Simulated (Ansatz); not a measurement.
Z-matrix (Å, degrees):
```
Si
As 1 2.440
Al 1 2.340 2 60.4
H 1 1.486 2 105.8 3 111.7
H 1 1.487 2 117.2 3 -125.0
H 2 1.571 1 85.9 3 60.1
H 3 1.577 1 156.4 2 -162.4
```

The species carries charge 0 and has multiplicity 1.

(1) List the ωB97M-V/def2-TZVPP orbital energies in eV (Ansatz 0.2.0). (Estimate.)

## Answers

(1) Ansatz gave: Occupied: -11604.31, -1806.87, -1532.83, -1472.42, -1313.70, -1313.67, -1313.66, -194.80, -147.95, -140.94, -140.83, -140.78, -117.40, -102.09, -102.04, -102.03, -77.05, -76.91, -76.85, -47.30, -47.25, -47.22, -47.13, -47.13, -20.35, -16.62, -13.68, -12.55, -11.40, -11.22, -8.96, -7.95. Lowest empty: -0.23, 0.82, 1.34, 2.00, 2.31, 2.83, 2.94, 3.92.
